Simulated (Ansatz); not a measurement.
Geometry optimisation, RKS PBE0-D4/6-31G (Ansatz).

The input (input.yaml):

```yaml
crystal:
  periodic: [false, false, false]
  atoms:
    - { symbol: "N", position_ang: [1.2665, -2.2215, 0.5207] }
    - { symbol: C, position_ang: [0.5775, -0.9412, 0.9519] }
    - { symbol: B, position_ang: [-0.0199, -0.0847, -0.29] }
    - { symbol: C, position_ang: [-0.6357, 1.2917, -0.0188] }
    - { symbol: C, position_ang: [-1.1928, 2.0079, -1.0368] }
    - { symbol: F, position_ang: [-1.8155, 3.2107, -0.7591] }
    - { symbol: H, position_ang: [2.03, -1.9421, -0.139] }
    - { symbol: H, position_ang: [0.5586, -2.7352, -0.0238] }
    - { symbol: H, position_ang: [-0.2516, -1.1653, 1.6831] }
    - { symbol: H, position_ang: [1.3236, -0.322, 1.5306] }
    - { symbol: H, position_ang: [0.1274, -0.487, -1.3609] }
    - { symbol: H, position_ang: [-0.7952, 1.6402, 1.0235] }
    - { symbol: H, position_ang: [-1.1525, 1.7135, -2.0667] }
basis:
  gaussian: { orbitals: "6-31G" }
hamiltonian:
  xc: pbe0
  dispersion: d4
relax:
  f_tol: 0.015
  max_steps: 40
```

Command:

```bash
$ ansatz run input.yaml --threads 1 --pin off --max-ram 2048MiB --backend cpu --events-out ev --progress --plain --runs-dir out
```

Q: Where does it end, and by what steps?

A: The forces met the threshold. Limits of this set-up: no polarisation functions. After 6 steps the energy has fallen by 0.315 eV; H8 moved furthest, 0.19 Å.

```json
{"step": "0", "energy less start (eV)": "0.0000", "largest force component (eV/Å)": "2.342", "accepted": "yes"}
{"step": "1", "energy less start (eV)": "-0.1465", "largest force component (eV/Å)": "1.045", "accepted": "yes"}
{"step": "2", "energy less start (eV)": "-0.2693", "largest force component (eV/Å)": "0.613", "accepted": "yes"}
{"step": "3", "energy less start (eV)": "-0.2846", "largest force component (eV/Å)": "0.369", "accepted": "yes"}
{"step": "4", "energy less start (eV)": "-0.3112", "largest force component (eV/Å)": "0.215", "accepted": "yes"}
{"step": "5", "energy less start (eV)": "-0.3146", "largest force component (eV/Å)": "0.034", "accepted": "yes"}
{"step": "6", "energy less start (eV)": "-0.3148", "largest force component (eV/Å)": "0.011", "accepted": "yes"}
```

```xyz
13
Properties=species:S:1:pos:R:3
N 1.254 -2.199 0.510
C 0.587 -0.940 0.866
B -0.011 -0.038 -0.271
C -0.698 1.304 0.031
C -1.192 2.017 -0.987
F -1.824 3.228 -0.816
H 2.096 -2.074 -0.038
H 0.640 -2.878 0.078
H -0.215 -1.169 1.590
H 1.289 -0.338 1.470
H 0.055 -0.390 -1.422
H -0.803 1.705 1.038
H -1.157 1.737 -2.034
```

Whether the end is a true minimum wasn't checked by a vibrational analysis.

Run time: 26 s on 1 thread of Arm Neoverse V2, on a shared host, peak memory 0.17 GiB.
